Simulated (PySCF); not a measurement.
GeF3Br, SMILES [F][Ge]([F])([F])[Br]. Atoms are numbered in the order given.

```xyz
5

F     -1.3731    -0.7928     1.2854
Ge     0.0000     0.0000     0.6525
F      1.3731    -0.7928     1.2854
F      0.0000     1.5855     1.2854
Br     0.0000     0.0000    -1.5881
```
Charge 0, spin multiplicity 1.

Geometry: PBE0-D3(BJ)/def2-SVP.

Two levels are set side by side: PBE/pcSseg-1 (PySCF) and PBE0/pcSseg-1 (PySCF). GIAO shifts against CFCl3 (¹⁹F), GeH4 (⁷³Ge) at the same level; non-relativistic, no solvent, atoms listed together averaged. Without spin–orbit terms, shifts of atoms bonded to Cl or Br come out too high at both levels. Differences are taken from unrounded values.

| quantity | PBE0 | PBE | PBE minus PBE0 |
|---|---|---|---|
| δ(¹⁹F) of F1, F3, F4 (ppm) | -126.0 | -125.3 | 0.7 |
| δ(⁷³Ge) of Ge2 (ppm) | 300.0 | 325.1 | 25.0 |

Rough cost on one machine, each run with all the roots and properties that it gave: PBE0 against PBE within a factor of 2.
